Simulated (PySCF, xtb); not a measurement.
CH8O2Si2, SMILES C(O)[SiH2]O[SiH3].

GFN2-xTB (xtb) at its own geometry gives an orbital gap of 4.89 eV and a dipole moment of 2.08 D.

The structure is a stationary point at B3LYP-D3(BJ)/def2-SVP. The values are those of a single conformer.

Q: What does PySCF with B3LYP/def2-TZVP give? (The exact figures need the calculation; the answer reports its results.)

A: gap 6.85 eV (levels -7.30 and -0.46 eV), dipole 1.24 D.
